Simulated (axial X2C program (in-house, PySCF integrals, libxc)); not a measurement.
Spin–orbit effects down a group: molecules with Br, CCSD

All values come from calculations with an in-house all-electron X2C program for linear molecules (integrals from PySCF), spin-free (one-electron X2C) or two-component (2c: spin–orbit coupling with atomic mean-field Coulomb and Gaunt terms, which also bring small scalar terms), in Dyall basis sets with cores contracted in-house; open shells are unrestricted.

Basis sets: Be dyall-cv3z, Br dyall-cv3z, Ca dyall-cv3z, Mg dyall-cv3z, Sr dyall-cv3z. Frozen shells (counts by l): BeBr Br 3s2p1d, Be 1s, 9 electrons correlated; MgBr Br 3s2p1d, Mg 2s1p, 9 electrons correlated; CaBr Br 3s2p1d, Ca 3s2p, 9 electrons correlated; SrBr Sr 4s3p1d, Br 3s2p1d, 9 electrons correlated. Coupled cluster in natural virtuals with an MP2 remainder. Where the outer core of a metal is frozen, bonds come out longer and ionisation energies lower.

```csv
molecule,spin-free state,Re (Å),ωe (cm⁻¹),De (eV),2c state,Re 2c (Å),ωe 2c (cm⁻¹),De 2c (eV)
BeBr,"M_S = 1/2, Λ = 0",1.960,722.6,3.07,Ω = 1/2,1.961,721.7,2.93
MgBr,"M_S = 1/2, Λ = 0",2.364,374.0,2.63,Ω = 1/2,2.365,373.5,2.49
CaBr,"M_S = 1/2, Λ = 0",2.658,275.1,3.47,Ω = 1/2,2.658,274.9,3.33
SrBr,"M_S = 1/2, Λ = 0",2.803,207.2,3.59,Ω = 1/2,2.804,207.0,3.44
```

Each entry is the lowest single determinant of a limited PBE0 search at one distance. De goes to single-determinant-based atoms at the same level (for ions the charge split of lowest energy) and is withheld (n/a) where an atom does not fit its ground term or J level. Main or longest-lived isotopes.
